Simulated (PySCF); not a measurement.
C3H5Cl3Si2, SMILES C#CC[SiH2][Si](Cl)(Cl)Cl, singlet, GFN2-xTB optimised geometry.

```
13

C      2.93     0.20     2.03
C      2.52    -0.44     1.11
C      2.00    -1.21     0.00
Si     0.09    -1.21     0.00
Si    -0.65     1.00     0.00
Cl     0.54     2.23    -1.10
Cl    -0.75     1.80     1.86
Cl    -2.52     1.15    -0.79
H      3.31     0.76     2.83
H      2.39    -2.23     0.06
H      2.38    -0.78    -0.93
H     -0.39    -1.92     1.19
H     -0.36    -1.94    -1.20
```

Density from B3LYP/def2-TZVP (PySCF) at that geometry.

Minimum of the electron density along straight lines between bonded atoms, close to the bond critical point (lines longer than 1.1 times the sum of covalent radii, or with two minima, are not listed):

| bond | length / Å | ρ at the minimum / e bohr⁻³ | ∇²ρ there / e bohr⁻⁵ | position (fraction from the first atom) |
|---|---|---|---|---|
| C1–C2 | 1.197 | 0.424 | -1.23 | 0.48 |
| C2–C3 | 1.444 | 0.278 | -0.76 | 0.53 |
| C3–Si4 | 1.915 | 0.114 | 0.13 | 0.61 |
| Si4–Si5 | 2.329 | 0.099 | -0.17 | 0.37 |
| Si5–Cl6 | 2.034 | 0.105 | 0.23 | 0.37 |
| Si5–Cl7 | 2.031 | 0.106 | 0.23 | 0.37 |
| Si5–Cl8 | 2.035 | 0.105 | 0.23 | 0.37 |
| C1–H9 | 1.049 | 0.301 | -1.15 | 0.66 |
| C3–H10 | 1.092 | 0.276 | -0.93 | 0.64 |
| C3–H11 | 1.093 | 0.275 | -0.93 | 0.64 |
| Si4–H12 | 1.468 | 0.125 | 0.17 | 0.49 |
| Si4–H13 | 1.469 | 0.124 | 0.18 | 0.49 |
